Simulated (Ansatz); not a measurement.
`COBB(F)Cl` + H–F → `BOC` + `FB(F)Cl` at 700 K and 1 bar (formal exchange of groups at a B–B bond).

Computed with Ansatz on PBE0-D4/def2-TZVP structures; ΔE is electronic, products minus reactants. CBS: MP2 limit from def2 TZ/QZ plus the TZ coupled-cluster correction, frozen cores. This one scheme is used for every species. Each species was taken in one conformer, which may not be the lowest.

```json
{"species": "`COBB(F)Cl`", "CCSD(T)/CBS energy (Eh)": "-724.91084", "H − E (kJ/mol)": "244.9", "S (J/(mol·K))": "481.2"}
{"species": "H–F", "CCSD(T)/CBS energy (Eh)": "-100.39570", "H − E (kJ/mol)": "45.2", "S (J/(mol·K))": "198.5"}
{"species": "`BOC`", "CCSD(T)/CBS energy (Eh)": "-141.04597", "H − E (kJ/mol)": "216.3", "S (J/(mol·K))": "339.4"}
{"species": "`FB(F)Cl`", "CCSD(T)/CBS energy (Eh)": "-684.31926", "H − E (kJ/mol)": "67.3", "S (J/(mol·K))": "330.2"}
```

H − E and S are ideal-gas, rigid-rotor, harmonic terms from PBE0-D4/def2-TZVP, for one conformer and one mirror image of each species. 1 Eh = 2625.50 kJ/mol, R = 8.31446 J/(mol·K).

By hand: ΔE, ΔH, ΔS and ΔG.

ΔE = (-141.04597) + (-684.31926) − (-724.91084) − (-100.39570) = -0.05869 Eh = -154.1 kJ/mol. Δ(H − E) = 216.3 + 67.3 − 244.9 − 45.2 = -6.5, so ΔH = -160.6 kJ/mol. ΔS = 339.4 + 330.2 − 481.2 − 198.5 = -10.1 J/(mol·K). ΔG = -160.6 − 700 × (-10.1)/1000 = -153.5 kJ/mol.

By hand: the equilibrium constant, and the temperature at which ΔG would vanish if ΔH and ΔS stayed fixed.

log₁₀ K = −ΔG/(RT ln 10) = 11.5. ΔG = 0 at ΔH/ΔS = 15901 K, far beyond where these terms or the molecules hold.

The number of gas molecules stays the same, so ΔS is small and ΔH decides. A doubt of 5 kJ/mol in ΔE shifts log₁₀ K by 0.4 here. Other conformers and mirror images would add mixing entropy, several J/(mol·K) or more a flexible species. Modes under 60 cm⁻¹, often nearly free rotors, make the harmonic entropy too high. These are equilibria of isolated gas molecules and say nothing of rates. Largest T1 diagnostic: 0.014 (customary marks: 0.02 for closed shells, 0.045 for open ones).
